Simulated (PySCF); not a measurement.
Mg(NH2)2 (H4MgN2), SMILES [NH2][Mg][NH2]. Heavy atoms are numbered as in [Mg:1]([NH2:2])[NH2:5]. Hydrogens are named by the atom that carries them.

Coordinates come from a B3LYP-D3(BJ)/def2-TZVP optimisation. Other conformers were not sampled.

Method: PBE0/pcSseg-2 (PySCF).

GIAO shieldings, no solvent; atoms alike by connectivity are averaged. δ = σ(ref) − σ: ¹⁵N against NH3 (σ = 263.3 ppm); ¹H against TMS (σ = 31.54 ppm), references at their B3LYP-D3(BJ)/def2-TZVP geometries, non-relativistic.

Computed chemical shifts:
```
nucleus     atoms  count  δ (ppm)
-------  --------  -----  -------
¹⁵N      N2 (NH2)      2    -20.3
¹H        H on N2      4    -0.85
```
